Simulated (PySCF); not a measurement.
1-chlorocyclobutene (C₄H₅Cl), SMILES C1(CCC=1)Cl.

Coordinates come from a PBE-D3(BJ)/def2-SVP optimisation.

The numbers are results of CAM-B3LYP/def2-TZVP run with PySCF, not measurements.

Gas-phase values at a fixed geometry.

Computed frontier levels, gap, dipole moment and polarisability:
```json
{
  "highest_occupied_level": "-8.31 eV",
  "lowest_empty_level": "1.17 eV",
  "orbital_gap": "9.48 eV",
  "dipole_moment": "1.65 D",
  "quadrupole, principal values (traceless, Buckingham form, about the centre of nuclear charge)": "-1.34, -0.62, 1.96 D·Å",
  "mean_static_polarisability": "58.0 bohr³ (8.60 Å³)",
  "polarisability_principal_values": "41.8, 55.7, 76.6 bohr³"
}
```
